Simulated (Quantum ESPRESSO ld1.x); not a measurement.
The numbers below are computed, except where a source is named.
Problem. Coherent X-ray form factor from a spherical all-electron density. Level of theory: Dirac Kohn-Sham, PBE, spin-unpolarised, spherical densities, point nucleus (ld1.x of Quantum ESPRESSO 7.5).

sin(theta)/lambda (1/angstrom),f0 (electrons)
0.05,39.951
0.1,39.805
0.15,39.564
0.2,39.230
0.25,38.808
0.3,38.304
0.4,37.070
0.5,35.586
0.6,33.916
0.8,30.283
1,26.656
1.25,22.641
1.5,19.450
2,15.155

The species is in the configuration that NIST lists as its ground one. Which atom or ion scatters so?

Solution. The gold ion Au39+, [Kr] 4d4. Extrapolating in s^2 from the first two rows gives f0(0) = 40.0, near the electron count 40; among species with that count, the fall with angle is slower the higher Z, and the table is that of Z = 79; from so few rows the species is fixed only to a neighbour or two.
